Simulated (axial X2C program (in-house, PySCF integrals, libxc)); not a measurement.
**Which molecule has these constants?**

All values come from calculations with an in-house all-electron X2C program for linear molecules (integrals from PySCF), spin-free (one-electron X2C) or two-component (2c: spin–orbit coupling with atomic mean-field Coulomb and Gaunt terms, which also bring small scalar terms), in Dyall basis sets with cores contracted in-house; open shells are unrestricted.

A two-component PBE0 calculation in a Dyall 3-zeta basis gave Re = 1.718 Å, ωe = 1971.3 cm⁻¹, Ω = 3/2.

Task: Which molecule is it?
A. TaH⁺
B. IrH⁺
C. AuH⁺
D. HfH⁺
E. WH⁺

Result: A. The others have AuH⁺ 1.535 Å and 2235.7 cm⁻¹ (Ω = 1/2); IrH⁺ 1.569 Å and 2263.2 cm⁻¹ (Ω = 9/2); HfH⁺ 1.777 Å and 1865.2 cm⁻¹ (Ω = 1); WH⁺ 1.687 Å and 2028.8 cm⁻¹ (Ω = 1).

Each entry is the lowest single determinant of a limited PBE0 search at one distance. De goes to single-determinant-based atoms at the same level (for ions the charge split of lowest energy) and is withheld (n/a) where an atom does not fit its ground term or J level. Main or longest-lived isotopes. One determinant is a doubtful description, or other states lie close, for TaH⁺, IrH⁺, HfH⁺, WH⁺; these need not be ground states, and all values refer to the states named. Some open-shell Ω = 0 determinants are out of reach, so the Ω given for WH⁺ need not be the lowest component. With several unpaired electrons the Ω given is that of one determinant, not necessarily of the lowest component. The functionals have no current term, which raises determinants with orbital currents.
